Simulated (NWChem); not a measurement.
System: CH₃ClHfO; SMILES [CH3][Hf](=[O])[Cl]

Input file for NWChem:

```
start job
memory heap 200 mb stack 900 mb global 1100 mb
geometry units angstroms noautoz
  Hf     0.252250     0.235676    -0.611436
  O      1.849837     0.663995    -0.039011
  Cl    -0.600438    -1.656769     0.548568
  C     -0.972335     2.002774    -0.065481
  H     -2.036920     1.899591    -0.341957
  H     -0.575543     2.929030    -0.519065
  H     -0.924682     2.152913     1.027334
end
basis spherical
  Hf library def2-svp
  O library def2-svp
  Cl library def2-svp
  C library def2-svp
  H library def2-svp
end
ecp
  Hf library def2-ecp
end
dft
  xc b3lyp
  iterations 150
  mulliken
end
task dft gradient
```

Excerpt of the output:

```
             Northwest Computational Chemistry Package (NWChem) 7.3.0
             --------------------------------------------------------

 C1  symmetry detected

                             Geometry "geometry" -> ""
                             -------------------------

 Output coordinates in angstroms (scale by  1.889725989 to convert to a.u.)

  No.       Tag          Charge          X              Y              Z
 ---- ---------------- ---------- -------------- -------------- --------------
    1 Hf                  72.0000     0.11284745     0.23024441    -0.20128556
    2 O                    8.0000     1.35043899     0.91428282     0.83015537
    3 Cl                  17.0000    -0.13785737    -2.10273557     0.18392309
    4 C                    6.0000    -1.73435948     1.25489804     0.47563551
    5 H                    1.0000    -2.63981326     0.92744173    -0.06598497
    6 H                    1.0000    -1.64601116     2.35298817     0.38888793
    7 H                    1.0000    -1.89297173     1.04482629     1.54790841

 Effective nuclear repulsion energy (a.u.)     653.4417242899

                                 NWChem DFT Module
                                 -----------------

 Summary of "ao basis" -> "ao basis" (spherical)
 ------------------------------------------------------------------------------
       Tag                 Description            Shells   Functions and Types
 ---------------- ------------------------------  ------  ---------------------
 Hf                         def2-svp                12       32   6s3p2d1f
 O                          def2-svp                 6       14   3s2p1d
 Cl                         def2-svp                 8       18   4s3p1d
 C                          def2-svp                 6       14   3s2p1d
 H                          def2-svp                 3        5   2s1p

            General Information
            -------------------
          SCF calculation type: DFT
          Wavefunction type:  closed shell.
          No. of atoms     :     7
          No. of electrons :    46
           Alpha electrons :    23
            Beta electrons :    23
          Charge           :     0
          Spin multiplicity:     1
          Use of symmetry is: off; symmetry adaption is: off
          Maximum number of iterations: 150
          AO basis - number of functions:    93
                     number of shells:    41
          Convergence on energy requested:  1.00D-06
          Convergence on density requested:  1.00D-05
          Convergence on gradient requested:  5.00D-04

              XC Information
              --------------
                         B3LYP Method XC Potential
                     Hartree-Fock (Exact) Exchange  0.200
                        Slater Exchange Functional  0.800 local
                    Becke 1988 Exchange Functional  0.720 non-local
              Lee-Yang-Parr Correlation Functional  0.810
                  VWN I RPA Correlation Functional  0.190 local

             Grid Information
             ----------------
          Grid used for XC integration:  medium
          Radial quadrature: Mura-Knowles
          Angular quadrature: Lebedev.
          Tag              B.-S. Rad. Rad. Pts. Rad. Cut. Ang. Pts.
          ---              ---------- --------- --------- ---------
          Hf                  1.55      123          10.0       590
          O                   0.60       49          11.0       434
          Cl                  1.00       88          12.0       590
          C                   0.70       49          10.0       434
          H                   0.35       45          11.0       434
          Grid pruning is: on
          Number of quadrature shells:   444
          Spatial weights used:  Erf1

      Superposition of Atomic Density Guess
      -------------------------------------

 Sum of atomic energies:        -625.07556091

      Non-variational initial energy
      ------------------------------

 Total energy =    -620.965655
 1-e energy   =   -1189.376468
 2-e energy   =     406.813081
 HOMO         =      -0.336868
 LUMO         =      -0.071193

     ---------------------------------------------
      Total Density - Mulliken Population Analysis
     ---------------------------------------------

    Atom       Charge   Shell Charges
 -----------   ------   -------------------------------------------------------
    1 Hf  12     9.71   0.03 -0.30  1.75  0.53  0.37  0.09  5.47  0.59  0.09  0.84  0.15  0.11
    2 O    8     9.26   1.99  1.17  0.72  3.33  2.04  0.01
    3 Cl  17    17.57   2.00  1.99  1.23  0.73  5.94  2.22  3.46  0.01
    4 C    6     6.91   1.99  0.97  0.37  2.18  1.40  0.01
    5 H    1     0.85   0.65  0.18  0.03
    6 H    1     0.85   0.65  0.18  0.03
    7 H    1     0.86   0.65  0.18  0.03

   convergence    iter        energy       DeltaE   RMS-Dens  Diis-err
 ---------------- ----- ----------------- --------- --------- ---------
 d= 0,ls=0.0,diis     1   -622.9031441012 -7.85D+02  4.86D-02  2.42D+00
 d= 0,ls=0.0,diis     2   -615.3591749941  7.54D+00  4.33D-02  3.99D+01
 d= 0,ls=0.0,diis     3   -623.2314667417 -7.87D+00  6.62D-03  1.20D-01
 d= 0,ls=0.0,diis     4   -623.2193965775  1.21D-02  3.50D-03  2.39D-01
 d= 0,ls=0.0,diis     5   -623.2492920451 -2.99D-02  4.77D-04  3.99D-03
  Resetting Diis
 d= 0,ls=0.0,diis     6   -623.2496697641 -3.78D-04  2.38D-04  1.41D-03
 d= 0,ls=0.0,diis     7   -623.2498078319 -1.38D-04  2.66D-04  1.60D-04
 d= 0,ls=0.0,diis     8   -623.2497093801  9.85D-05  1.91D-04  1.10D-03
 d= 0,ls=0.0,diis     9   -623.2498221084 -1.13D-04  4.55D-05  3.56D-05
 d= 0,ls=0.0,diis    10   -623.2498265622 -4.45D-06  2.84D-06  4.44D-08
 d= 0,ls=0.0,diis    11   -623.2498265693 -7.06D-09  1.23D-06  9.88D-09

         Total DFT energy =     -623.249826569290
      One electron energy =    -1194.128106598146
           Coulomb energy =      458.662812213146
    Exchange-Corr. energy =      -49.382263347595
 Nuclear repulsion energy =      161.597731163306

 Numeric. integr. density =       46.000001522569

                       DFT Final Molecular Orbital Analysis
                       ------------------------------------

 Vector   21  Occ=2.000000D+00  E=-3.096508D-01
              MO Center=  8.1D-01,  8.5D-01,  6.1D-01, r^2= 2.1D+00
   Bfn.  Coefficient  Atom+Function         Bfn.  Coefficient  Atom+Function
  ----- ------------  ---------------      ----- ------------  ---------------
    37      0.415585  2 O  py                38      0.337928  2 O  pz
    20     -0.272141  1 Hf d  2               5     -0.262791  1 Hf s
    40      0.260031  2 O  py                41      0.201369  2 O  pz
     3      0.199452  1 Hf s                 19      0.159604  1 Hf d  1
    68     -0.154464  4 C  px                35      0.135854  2 O  s

 Vector   22  Occ=2.000000D+00  E=-2.942691D-01
              MO Center=  5.3D-01, -2.7D-01,  4.9D-01, r^2= 3.9D+00
   Bfn.  Coefficient  Atom+Function         Bfn.  Coefficient  Atom+Function
  ----- ------------  ---------------      ----- ------------  ---------------
    38      0.344400  2 O  pz                57     -0.311635  3 Cl px
    59     -0.257309  3 Cl pz                36      0.230280  2 O  px
    54     -0.228961  3 Cl px                41      0.219424  2 O  pz
    16     -0.210464  1 Hf d -2              56     -0.184333  3 Cl pz
    37     -0.169457  2 O  py                39      0.135019  2 O  px

 Vector   23  Occ=2.000000D+00  E=-2.804181D-01
              MO Center= -7.9D-01,  8.3D-01,  4.0D-01, r^2= 3.1D+00
   Bfn.  Coefficient  Atom+Function         Bfn.  Coefficient  Atom+Function
  ----- ------------  ---------------      ----- ------------  ---------------
    68      0.328906  4 C  px                67      0.260082  4 C  s
    71      0.248211  4 C  px                 3     -0.225656  1 Hf s
     5      0.197877  1 Hf s                 69     -0.198199  4 C  py
    36     -0.176247  2 O  px                37      0.174392  2 O  py
    70     -0.157512  4 C  pz                17      0.152317  1 Hf d -1

 Vector   24  Occ=0.000000D+00  E=-1.166738D-01
              MO Center=  3.0D-01,  4.8D-01, -1.1D+00, r^2= 3.6D+00
   Bfn.  Coefficient  Atom+Function         Bfn.  Coefficient  Atom+Function
  ----- ------------  ---------------      ----- ------------  ---------------
     6      0.473304  1 Hf s                  5      0.459480  1 Hf s
    18      0.394115  1 Hf d  0              15     -0.330962  1 Hf pz
    17     -0.234636  1 Hf d -1              67     -0.227148  4 C  s
     3     -0.224600  1 Hf s                  4     -0.183573  1 Hf s
     9      0.175119  1 Hf pz                19      0.167660  1 Hf d  1

[...]

                         DFT ENERGY GRADIENTS

    atom               coordinates                        gradient
                 x          y          z           x          y          z
   1 Hf      0.213251   0.435099  -0.380375    0.003729   0.002505   0.009580
   2 O       2.551960   1.727744   1.568766   -0.008230  -0.004620  -0.007070
   3 Cl     -0.260513  -3.973594   0.347564    0.000631   0.003994  -0.000806
   4 C      -3.277464   2.371413   0.898821    0.003397  -0.001549  -0.001770
   5 H      -4.988524   1.752611  -0.124694    0.000416   0.000195   0.000338
   6 H      -3.110510   4.446503   0.734892   -0.000156  -0.000559   0.000175
   7 H      -3.577198   1.974435   2.925123    0.000213   0.000034  -0.000447
```

Level: B3LYP/def2-SVP with def2 effective core potentials on Hf. The geometry was optimised at PBE0/def2-SVP. def2 effective core potentials on Hf; no spin-orbit coupling.
